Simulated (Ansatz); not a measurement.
Saddle point of BNH₂BrF, closed shell (BNH₂BrF ([NH2][B]([F])[Br]) → BNHF ([NH][B][F]) + HBr; bonds formed: Br2–H4; bonds broken: B1–Br2, N3–H4), PBE0-D4/def2-TZVP structure:

| atom | x (Å) | y (Å) | z (Å) |
| --- | --- | --- | --- |
| B1 | 0.4140 | 0.6889 | 0.3135 |
| Br2 | 0.4121 | -1.1055 | -1.9086 |
| N3 | -0.5643 | -0.0892 | 0.6261 |
| H4 | -0.4025 | -0.8344 | -0.5090 |
| F5 | 1.3598 | 1.5096 | 0.0960 |
| H6 | -1.2193 | -0.1694 | 1.3819 |

Energies are electronic, without zero-point energy. Barriers and step energies count from the start structure reached by relaxing down the imaginary mode; all methods use the PBE0-D4 structures, on which another method's saddle can fall below an end. Computed with Ansatz 0.2.0 (basis: def2-TZVPP, with def2-QZVPP for the basis limit); correlated methods freeze the cores. Filled d shells of the heavier atoms are correlated. The def2 sets are not built for correlating such inner shells, so the correlated values are less sure here. B3LYP uses VWN-RPA correlation. Extrapolation: Hartree–Fock as exp(−7.88 √X), correlation as X^−2.97.

```json
{"method": "SPW92", "barrier (kJ/mol)": "?", "step energy (kJ/mol)": "265.2"}
{"method": "PBE-D4", "barrier (kJ/mol)": "272.0", "step energy (kJ/mol)": "248.6"}
{"method": "BLYP-D4", "barrier (kJ/mol)": "263.7", "step energy (kJ/mol)": "229.3"}
{"method": "r2SCAN-D4", "barrier (kJ/mol)": "286.2", "step energy (kJ/mol)": "262.0"}
{"method": "B97M-V", "barrier (kJ/mol)": "295.2", "step energy (kJ/mol)": "256.4"}
{"method": "PBE0-D4", "barrier (kJ/mol)": "295.0", "step energy (kJ/mol)": "265.7"}
{"method": "B3LYP-D4", "barrier (kJ/mol)": "284.2", "step energy (kJ/mol)": "245.8"}
{"method": "r2SCAN0-D4", "barrier (kJ/mol)": "301.5", "step energy (kJ/mol)": "272.7"}
{"method": "BHLYP-D4", "barrier (kJ/mol)": "309.6", "step energy (kJ/mol)": "265.1"}
{"method": "CAM-B3LYP-D4", "barrier (kJ/mol)": "296.9", "step energy (kJ/mol)": "254.6"}
{"method": "wB97X-V", "barrier (kJ/mol)": "?", "step energy (kJ/mol)": "266.8"}
{"method": "wB97M-V", "barrier (kJ/mol)": "298.7", "step energy (kJ/mol)": "260.0"}
{"method": "B2PLYP", "barrier (kJ/mol)": "?", "step energy (kJ/mol)": "249.0"}
{"method": "PBE-QIDH", "barrier (kJ/mol)": "309.4", "step energy (kJ/mol)": "272.9"}
{"method": "RPA on PBE", "barrier (kJ/mol)": "305.2", "step energy (kJ/mol)": "253.8"}
{"method": "HF", "barrier (kJ/mol)": "333.6", "step energy (kJ/mol)": "269.4"}
{"method": "MP2", "barrier (kJ/mol)": "301.2", "step energy (kJ/mol)": "258.0"}
{"method": "CCSD", "barrier (kJ/mol)": "314.2", "step energy (kJ/mol)": "261.4"}
{"method": "CCSD(T)", "barrier (kJ/mol)": "306.1", "step energy (kJ/mol)": "258.0"}
```

Problem. Fill in the withheld barriers. (Judge from chemistry; the value comes from the calculation.)

Solution. Computed: SPW92 271.6; wB97X-V 307.1; B2PLYP 292.7 kJ/mol. Each is the energy of the saddle less that of the start structure, by the same method.

For comparison, the barrier by CCSD(T) at an estimated basis limit (MP2 extrapolated from triple and quadruple zeta, plus CCSD(T) − MP2 in triple zeta) is 302.6 kJ/mol.

No T1 diagnostic of these runs exceeds 0.013.

Labels in which every atom is bracketed show which atoms are joined, not bond orders.

For scale, one of the runs: CCSD(T)/def2-TZVPP, 169 basis functions, launched by `ansatz run in.yaml --threads 4 --pin off --events-out ev --progress --plain --max-ram 9574MiB`. The run took 35 s on 4 CPU threads of an Arm Neoverse V1 (shared host), with 1.5 GiB of host memory at its peak.
